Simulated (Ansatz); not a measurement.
The cluster SrSe₂⁻ (the lowest doublet isomer of a short search) was relaxed with PBE-D4 (def2-TZVPD) in Ansatz in these states: charge -1 doublet, charge -1 quartet. The geometries follow in no particular order.

In the def2 sets Sr takes a core potential; there is no spin–orbit coupling.

A:

```xyz
3

Sr    0.264    0.629   -0.647
Se    0.470   -2.264   -1.327
Se   -0.734    1.635    1.974
```

B:

```xyz
3

Sr    0.002   -0.014    0.000
Se   -2.692   -0.349    0.351
Se    2.690    0.363   -0.351
```

Question: Judge from the bond lengths which geometry belongs to which state (an estimate).

Answer: A is the charge -1 quartet (Sr1–Se3 2.979 Å, Sr1–Se2 2.979 Å); B is the charge -1 doublet (Sr1–Se3 2.737 Å, Sr1–Se2 2.737 Å).

At PBE-D4/def2-TZVPD the highest occupied level of the charge -1 quartet lies above zero (up to 0.45 eV). It is a level of α spin, whose loss leaves a triplet; that state wasn't run at this geometry and level. The electron is either unbound and held by the finite basis, or the level is raised by self-interaction error. At PBE0-D4/def2-TZVPD a doublet lies 1.35 eV below the charge -1 quartet. These are the stationary points nearest to one start from a short search; other shapes may lie lower in each state.
